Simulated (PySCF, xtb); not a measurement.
AlClBr2, SMILES [Cl][Al]([Br])[Br].

Harmonic wavenumbers (cm⁻¹) from GFN2-xTB in xtb at its own minimum, in rising order: 84, 93, 186, 288, 530, 629.

Task: What does PBE-D3(BJ)/def2-SVP (PySCF) give at its own minimum? (An estimate is asked for; the answer gives what the named calculation found.)

Result: 97, 115, 175, 268, 508, 585. Paired by order, the mean absolute difference is 22 cm⁻¹ and the zero-point energies are 2.6 and 2.5 kcal/mol.
